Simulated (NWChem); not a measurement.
## Basis-set convergence for H₂S₂Sn

```xyz
5

Sn     0.0000     0.0000    -0.6747
S     -1.7831     0.0000     1.0476
H     -2.7684     0.0000     0.1046
S      1.7831     0.0000     1.0476
H      2.7684     0.0000     0.1046
```
Charge 0, spin multiplicity 1.

All runs are NWChem calculations. All single points use one geometry, from PBE/def2-SVP with def2 effective core potentials on Sn, a minimum by its harmonic frequencies. It is one conformer; others weren't searched.

Quantity: first vertical ionisation energy at the level G0W0@PBE.

Effective core potentials replace the inner electrons of Sn; spin-orbit coupling is left out. GW and range-separated runs recompute their integrals, the others keep them in memory, which bears on the times. The structure started from a generated list of species.

The cost column gives rough processor time relative to def2-SVP; each entry includes its own SCF.

| basis | functions | first vertical ionisation energy (eV) | relative cost |
|---|---|---|---|
| def2-SVP | 72 | ___ | 1 |
| def2-SVPD | 102 | ___ | under 3 |
| def2-TZVP | 136 | ___ | 5 |
| def2-TZVPP | 162 | 8.31 | 6 |
| def2-TZVPD | 166 | 8.31 | 9 |

Question: What belongs in the gaps?

Answer: 
- def2-SVP, first vertical ionisation energy (eV): 7.69
- def2-SVPD, first vertical ionisation energy (eV): 7.99
- def2-TZVP, first vertical ionisation energy (eV): 8.27
